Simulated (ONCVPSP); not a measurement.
# Be ONCV: all-electron and pseudo phase curves

ONCVPSP 4.0.1 input, shortened (lines: element, Z, core and valence counts, functional; n l f; lmax; l rc ep ncon nbas qcut; lloc lpopt rc5 dvloc0; l nproj debl; icmod fcfact rcfact), PBE, scalar-relativistic:

```
  Be 4.00    0    1        4      upf
    1    0    2.00
    2
    0    0.50    0.00    4    8   27.40
    1    0.45    0.25    5    9   22.00
    2    0.45    0.04    5    9   23.60
    1    5    0.45    0.00
    0    1    1.30
    1    0    1.00
    2    1    1.90
    0    0.00    0.00
```

The phase is arctan(r·R′/R) of the radial function R(r), unwrapped; energies in Ha, scanned from -6 to 5 Ha. A pole is an energy at which the radial function vanishes at the test radius. The pseudo phase is shifted by a multiple of π to meet the all-electron one at the reference energy, and phase errors are pseudo minus all-electron; the curves can meet again beyond the range given. Levels narrower than the energy grid can be missing from the lists of poles.

| channel | radius (bohr) | reference energy (Ha) | poles, all-electron | poles, pseudo | unbroken range about the reference energy with phases within 0.05 rad | phase error 1 Ha above the reference energy (rad) |
| --- | --- | --- | --- | --- | --- | --- |
| s | 0.51 | -4.86 | 1.40 | 1.44 | the whole range | +0.000 |
| p | 0.46 | 0.25 | none | none | the whole range | +0.000 |
| d | 0.46 | 0.04 | none | none | the whole range | +0.000 |

Phases in the d channel:

```json
{"E (Ha)": "-5.96", "all-electron": "1.092", "pseudo": "1.092"}
{"E (Ha)": "-5.40", "all-electron": "1.084", "pseudo": "1.084"}
{"E (Ha)": "-4.84", "all-electron": "1.077", "pseudo": "1.077"}
{"E (Ha)": "-4.28", "all-electron": "1.069", "pseudo": "1.069"}
{"E (Ha)": "-3.72", "all-electron": "1.060", "pseudo": "1.060"}
{"E (Ha)": "-3.16", "all-electron": "1.051", "pseudo": "1.051"}
{"E (Ha)": "-2.60", "all-electron": "1.042", "pseudo": "1.042"}
{"E (Ha)": "-2.04", "all-electron": "1.033", "pseudo": "1.033"}
{"E (Ha)": "-1.48", "all-electron": "1.023", "pseudo": "1.023"}
{"E (Ha)": "-0.92", "all-electron": "1.013", "pseudo": "1.013"}
{"E (Ha)": "-0.36", "all-electron": "1.002", "pseudo": "1.002"}
{"E (Ha)": "0.20", "all-electron": "0.991", "pseudo": "0.991"}
{"E (Ha)": "0.76", "all-electron": "0.979", "pseudo": "0.979"}
{"E (Ha)": "1.32", "all-electron": "0.967", "pseudo": "0.967"}
{"E (Ha)": "1.88", "all-electron": "0.954", "pseudo": "0.954"}
{"E (Ha)": "2.44", "all-electron": "0.941", "pseudo": "0.941"}
{"E (Ha)": "3.00", "all-electron": "0.927", "pseudo": "0.927"}
{"E (Ha)": "3.56", "all-electron": "0.912", "pseudo": "0.912"}
{"E (Ha)": "4.12", "all-electron": "0.896", "pseudo": "0.896"}
{"E (Ha)": "4.68", "all-electron": "0.880", "pseudo": "0.880"}
```
